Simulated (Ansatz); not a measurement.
Species: C$_{5}$H$_{5}$F, SMILES `C#CC1(F)CC1` (charge 0, multiplicity 1), formula C₅H₅F.

**Question.** How many basis functions does frozen-core CCSD(T)/cc-pVTZ // B3LYP-D3(BJ)/def2-TZVP in Ansatz (a first-principles code) use, how many core orbitals are frozen, and how many electrons are correlated?

**Answer.** 250 basis functions and 6 frozen orbitals, which leaves 32 correlated electrons. Core time is of the order of minutes.
